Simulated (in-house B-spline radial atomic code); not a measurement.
The numbers below are computed, except where a source is named.
## W ion on C atom: potential, deflection and energy transfer

The pair potential comes from two frozen, spherical free-atom densities (PBE, B-spline radial code, scalar-relativistic past argon): electrostatics plus the change in Thomas-Fermi kinetic and Dirac exchange energy where they overlap, the recipe behind the universal ZBL potential, which averages such potentials (from solid-state densities) over many pairs. It is written V = (Z1 Z2 e²/r) φ(r/a), with e² = 14.3996 eV·Å and a = 0.46850 Å/(Z1^0.23 + Z2^0.23); ZBL's fit is φ = 0.18175 e^(−3.1998x) + 0.50986 e^(−0.94229x) + 0.28022 e^(−0.4029x) + 0.02817 e^(−0.20162x). Where φ falls below 4e-4 it is continued as an exponential.

Masses 183.84 and 12.01 u.

```tsv
x = r/a	φ, this pair	φ, ZBL
0.1	0.8741	0.8928
0.5	0.5909	0.6096
1.5	0.287	0.2995
3	0.1228	0.1292
5	0.05074	0.05224
8	0.01812	0.01705
12	0.00538	0.00474
17	0.00121	0.001212
```

At x = 3 the electrostatic, kinetic and exchange parts are 1064.75, 1377.59 and -96.24 eV. Find r, V and φ.

a = 0.46850/(2.6911 + 1.5100) = 0.11152 Å, so r = 0.33456 Å. V = 1064.75 + 1377.59 + (-96.24) = 2346.10 eV. The bare repulsion is 74 × 6 × 14.3996/0.33456 = 19110 eV, so φ = 0.1228, -5.0 % against ZBL's 0.1292. The kinetic (Pauli) term is 59 % of V here.

The ion comes in at 93.49 keV with impact parameter 0.0558 Å. The scattering integral gives a centre-of-mass angle of 138.9° and a closest approach of 2.103 a. What are the reduced energy, the energy passed on and the laboratory angles?

ε = E a M2/(Z1 Z2 e² (M1 + M2)) = 93490 × 1.0696e-06 = 0.1. The most that one collision can pass on is γE with γ = 4 M1 M2/(M1 + M2)² = 0.2302. Here T = γE sin²(θ/2) = 0.2302 × 93490 × 0.8767 = 18870 eV. The ion turns by arctan(sin θ/(cos θ + M1/M2)) = 2.6°, and the struck atom leaves at (180° − θ)/2 = 20.6°. The closest approach is 0.235 Å. With ZBL the angle would be 139.86° and T = 18990 eV.
